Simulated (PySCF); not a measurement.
Isomers of C3H12Si3, mass 132.025 u with the commonest isotopes. Computed with PBE0-D3(BJ)/def2-SVP geometry optimisation, gas phase in PySCF. One conformer each, none proved a minimum here; rigid rotors.

Question: Order these by rotational constant C, smallest first.
A. `[CH2:1]=[CH:2][CH2:3][SiH:4]([SiH3:5])[SiH3:6]` with C1–C2–C3–Si4 104°, C2–C3–Si4–Si5 -174°
B. `C=CC([SiH3])([SiH3])[SiH3]`
C. `[CH2:1]1[SiH2:2][CH2:3][SiH2:4][CH2:5][SiH2:6]1` with Si6–C1–Si2–C3 55°, C1–Si2–C3–Si4 -54°, Si2–C3–Si4–C5 55°, C3–Si4–C5–Si6 -55°

Answer: A (791.7 MHz), C (1080 MHz), B (1398 MHz).

Question: Order these by dipole moment, largest first.
A. `[CH2:1]1[SiH2:2][CH2:3][SiH2:4][CH2:5][SiH2:6]1` with Si6–C1–Si2–C3 55°, C1–Si2–C3–Si4 -54°, Si2–C3–Si4–C5 55°, C3–Si4–C5–Si6 -55°
B. `C=CC([SiH3])([SiH3])[SiH3]`
C. `[CH2:1]=[CH:2][CH2:3][SiH:4]([SiH3:5])[SiH3:6]` with C1–C2–C3–Si4 104°, C2–C3–Si4–Si5 -174°

Answer: A (1.23 D), C (0.78 D), B (0.50 D).

Question: Order these by rotational constant A, largest first.
A. `C=CC([SiH3])([SiH3])[SiH3]`
B. `[CH2:1]=[CH:2][CH2:3][SiH:4]([SiH3:5])[SiH3:6]` with C1–C2–C3–Si4 104°, C2–C3–Si4–Si5 -174°
C. `[CH2:1]1[SiH2:2][CH2:3][SiH2:4][CH2:5][SiH2:6]1` with Si6–C1–Si2–C3 55°, C1–Si2–C3–Si4 -54°, Si2–C3–Si4–C5 55°, C3–Si4–C5–Si6 -55°

Answer: B (2217 MHz), C (1964 MHz), A (1670 MHz).

```
                    SMILES  point group  Ia (u·Å²)  Ib (u·Å²)  Ic (u·Å²)      κ  μa (D)  μb (D)  μc (D)
   C=CC[SiH]([SiH3])[SiH3]           C1     227.95     474.09     638.35  -0.62    0.39    0.67    0.09
   C1[SiH2]C[SiH2]C[SiH2]1          C3v     257.28     257.81     467.94   0.99    0.00    0.00    1.23
C=CC([SiH3])([SiH3])[SiH3]           Cs     302.62     341.94     361.62  -0.41    0.25    0.00    0.43
```
